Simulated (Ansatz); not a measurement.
A nudged elastic band was laid between two geometries of B₂H₅NO (9 atoms, charge 0, multiplicity 1).

All numbers below come from Ansatz 0.2.0, RKS PBE0-D4/def2-SVP.

- movable images: 7
- climbing image: yes
- spring: 5.0 eV/Å²
- optimiser: quadratic models (default)
- start path: IDPP
- force threshold: 0.05 eV/Å
- iteration limit: 55
- end points: relaxed

Image 0:

```xyz
9
Properties=species:S:1:pos:R:3
B -0.474 1.535 -0.963
O 0.289 0.656 -0.282
B -0.120 -0.564 0.243
N 0.807 -1.312 0.960
H 0.053 2.551 -1.359
H -1.650 1.304 -1.163
H -1.250 -0.965 0.080
H 1.758 -0.998 1.111
H 0.586 -2.207 1.373
```

Image 8:

```xyz
9
Properties=species:S:1:pos:R:3
B -0.474 1.532 -0.968
O 0.294 0.640 -0.309
B -0.111 -0.580 0.216
N 0.799 -1.297 0.986
H 0.059 2.539 -1.378
H -1.659 1.322 -1.134
H -1.224 -1.010 0.009
H 0.581 -2.190 1.404
H 1.734 -0.956 1.174
```

Task: What changes between the two ends?

Result: No bond is made or broken. The dihedral O2–B3–N4–H8 goes from 0 to 180°. The two ends are copies of one structure, up to a mirror image or an exchange of like atoms.

Task: Give the energies along the band, and the barrier.

Result: The forces met the threshold. The highest image is number 4 of 0 to 8, 24.8 kcal/mol above the ends, which have the same energy within 2 meV. A vibrational analysis at the climbing image gives one clearly imaginary mode, 599i cm⁻¹: a first-order saddle point.

```tsv
image	path coordinate (Å)	energy (kcal/mol)	dihedral O2–B3–N4–H8 (°)
0	0.00	0.0	0
1	0.48	2.0	-7
2	0.95	9.8	-16
3	1.43	20.1	-32
4	1.91	24.8	-57
5	2.39	20.0	-89
6	2.87	9.8	-125
7	3.35	2.0	-160
8	3.83	0.0	180
```

Task: What is the geometry of the highest image?

Result: 
```xyz
9
Properties=species:S:1:pos:R:3
B -0.596 1.562 -0.691
O 0.174 0.646 -0.041
B -0.086 -0.707 0.065
N 0.794 -1.570 0.834
H -0.206 2.706 -0.708
H -1.630 1.222 -1.223
H -1.068 -1.133 -0.507
H 1.750 -1.500 0.477
H 0.867 -1.227 1.794
```

Task: What are the harmonic wavenumbers there?

Result: 599i, 89, 231, 260, 462, 698, 732, 961, 1056, 1071, 1076, 1110, 1202, 1315, 1377, 1551, 2563, 2604, 2670, 3517, 3586 cm⁻¹.

The run took 4.6 min on 1 thread of Intel(R) Xeon(R) Platinum 8259CL CPU @ 2.50GHz (Skylake/Cascade Lake) (shared host), peak memory 0.18 GiB.
